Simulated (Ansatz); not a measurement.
Conformers of CH7FO2SSi2, SMILES `C[SiH](F)S[SiH](O)O`, each relaxed with PBE0-D4/def2-TZVP in Ansatz. CBS adds the triple-zeta coupled-cluster correction to the MP2 limit.

Not all of them had a frequency check.

Conformer A:

Cartesian coordinates in Å:
```
C -0.915 2.091 -1.610
Si 0.010 0.650 -0.915
F -0.469 -0.689 -1.680
S -0.461 0.460 1.144
Si 0.807 -1.202 1.651
O 0.061 -1.995 2.867
O 1.120 -2.092 0.321
H -0.739 2.171 -2.686
H -0.581 3.017 -1.137
H -1.988 1.985 -1.439
H 1.471 0.731 -1.131
H 2.109 -0.784 2.189
H -0.879 -2.168 2.792
H 0.452 -2.173 -0.366
```

Conformer B:

Cartesian coordinates in Å:
```
C -0.154 -0.877 1.956
Si 0.972 -1.120 0.511
F 0.215 -2.070 -0.552
S 1.554 0.670 -0.472
Si -0.369 1.455 -1.024
O -0.148 2.270 -2.420
O -1.473 0.253 -1.077
H -0.394 -1.841 2.412
H -1.085 -0.398 1.647
H 0.330 -0.249 2.708
H 2.237 -1.802 0.870
H -0.892 2.436 -0.062
H 0.419 1.884 -3.089
H -1.213 -0.611 -1.409
```

Problem. Which is lowest in electronic energy at CCSD(T)/CBS (frozen core, def2 sets), and by how much? (Estimate.)

Solution. Ansatz gave: B; A lies 0.4 kJ/mol higher. Gaps under about 2 kJ/mol don't settle the order.

Problem. Give the energies relative to B (kJ/mol) with PBE-D4/def2-TZVPP, B2PLYP/def2-TZVPP, r2SCAN/def2-TZVPP, PBE0/def2-TZVPP, B3LYP/def2-TZVPP, CCSD/def2-TZVPP, MP2/CBS(def2). (Best estimate.)

Solution. Computed: 
| level | A |
| --- | --- |
| PBE-D4/def2-TZVPP | 0.8 |
| B2PLYP/def2-TZVPP | -0.6 |
| r2SCAN/def2-TZVPP | -0.3 |
| PBE0/def2-TZVPP | -0.7 |
| B3LYP/def2-TZVPP | -1.3 |
| CCSD/def2-TZVPP | 0.0 |
| MP2/CBS(def2) | 0.4 |

B3LYP here is the variant with VWN-RPA as its local correlation; programs differ in this.
